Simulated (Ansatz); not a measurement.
Species: CH5NSi, SMILES `[H]/N=[SiH]\C` (charge 0, multiplicity 1), formula CH₅NSi.

**Question.** How many basis functions does frozen-core CCSD(T)/cc-pVTZ // r2SCAN-D4/def2-TZVP in Ansatz (a program for electronic structure) use, how many core orbitals are frozen, and how many electrons are correlated?

**Answer.** 164 basis functions and 7 frozen orbitals, which leaves 18 correlated electrons. Core time is of the order of seconds.
